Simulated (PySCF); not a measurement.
**Ionisation energy of In⁴¹⁺ by level of theory**

In⁴¹⁺ [He] 2s2 2p4 (3P) → In⁴²⁺ [He] 2s2 2p3 (4S), as a difference of total energies. Computed with PySCF 2.14 in an even-tempered Gaussian basis (19 s from 16 bohr⁻², ratio 2.2; 12 p from 21 bohr⁻², ratio 2.2; 6 d from 91 bohr⁻², ratio 2.4; 5 f from 140 bohr⁻², ratio 2.4; 4 g from 200 bohr⁻², ratio 2.4), with the spin-free X2C one-electron Hamiltonian (Gaussian nucleus). Correlated levels: nothing frozen; virtual orbitals above 40 to 60 times the deepest correlated orbital energy dropped. The calculations carry no spin-orbit coupling.

```csv
method,ionisation energy (eV)
UHF,6597.8
LDA,6594.0
PBE,6600.5
PBE0,6600.3
r2SCAN,6602.0
M06-2X,6598.6
BLYP,6601.5
MP2 (all electrons),6599.5
SCS-MP2 (all electrons),6599.6
```

Spin-orbit coupling is strong in these open shells (close to jj coupling). The scalar numbers leave it out and a first-order estimate fails, so it can dominate the gap to the real levels.

For this ion Breit and QED terms and the two-electron picture change, all absent here, outweigh the differences among the correlated methods.

For comparison: 6554 ± 13 eV (semi-empirical (NIST evaluation); NIST Atomic Spectra Database, ionization energies).
